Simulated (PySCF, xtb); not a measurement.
SiHBr₃, SMILES Br[SiH](Br)Br.

Harmonic wavenumbers (cm⁻¹) from xtb with GFN2-xTB at its own minimum, in rising order: 87, 88, 137, 339, 463, 466, 637, 644, 2441.

Task: What does ωB97X-D3(BJ)/def2-SVP (PySCF) give at its own minimum? (The exact figures need the calculation; the answer reports its results.)

Result: 108, 108, 169, 381, 507, 507, 792, 792, 2334. Paired by order, the mean absolute difference is 68 cm⁻¹ and the zero-point energies are 7.6 and 8.1 kcal/mol.
